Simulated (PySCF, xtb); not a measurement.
C3H8OSi, SMILES O[SiH]1CCC1. Other conformers were not sampled.

Harmonic wavenumbers (cm⁻¹) from GFN2-xTB (xtb) at its own minimum, in rising order: 91, 183, 212, 223, 486, 558, 676, 684, 711, 721, 783, 802, 881, 919, 994, 1002, 1049, 1169, 1191, 1215, 1226, 1288, 1473, 1477, 1503, 2252, 2979, 2997, 3001, 3011, 3016, 3023, 3661.

**Question.** What does PBE0-D3(BJ)/def2-SVP (PySCF) give at its own minimum? (Estimate from the structure and the level; the computed values follow.)

**Answer.** 26, 126, 257, 274, 449, 571, 663, 673, 720, 806, 830, 855, 895, 913, 961, 976, 980, 1066, 1158, 1205, 1234, 1283, 1406, 1426, 1468, 2193, 3064, 3083, 3084, 3120, 3163, 3164, 3953. Paired by order, the mean absolute difference is 59 cm⁻¹ and the zero-point energies are 65.0 and 65.8 kcal/mol.
